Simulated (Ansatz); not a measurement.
```yaml
crystal:
  periodic: [false, false, false]
  atoms:
    - {symbol: Al, position_ang: [-2.890752, -0.496786, 0.289705]}
    - {symbol: B, position_ang: [1.046355, 0.184684, 0.034900]}
    - {symbol: B, position_ang: [-2.383518, 1.382570, -0.235582]}
    - {symbol: B, position_ang: [2.804252, 0.495522, 0.095425]}
    - {symbol: B, position_ang: [1.092452, -1.825261, 0.076592]}
    - {symbol: B, position_ang: [1.933754, 1.765495, 0.036737]}
    - {symbol: B, position_ang: [-0.745649, 0.727085, -0.059644]}
    - {symbol: B, position_ang: [-0.453384, -0.939574, 0.000721]}
    - {symbol: B, position_ang: [2.418296, -0.995563, 0.136987]}
    - {symbol: B, position_ang: [-0.296631, -2.599125, -0.011542]}
    - {symbol: B, position_ang: [-1.768326, -2.123644, -0.108604]}
    - {symbol: B, position_ang: [-1.162560, 2.335792, -0.190335]}
    - {symbol: B, position_ang: [0.405702, 2.088805, -0.065371]}
basis:
  gaussian: {orbitals: def2-TZVPD, initial_orbitals: start.molden}
total_charge: -1
magnetization: {spin_polarized: true, initial_magnetization: 2}
hamiltonian: {xc: {name: r2SCANh}, dispersion: d4}
scf: {omitted_lower_state_checks: [starts]}
output: {orbitals: {seedname: orbitals}}
```

The file start.molden holds the orbitals of an earlier run on this structure, at another level or in another basis.

```sh
$ ansatz run in.yaml --threads 4 --pin off --events-out ev --progress --plain --max-ram 6963MiB
```

Task: Does this run fit into the memory that it is given?

Result: No. It has 487 basis functions, and Ansatz plans for 6.88 GiB where 6.79 GiB are given.
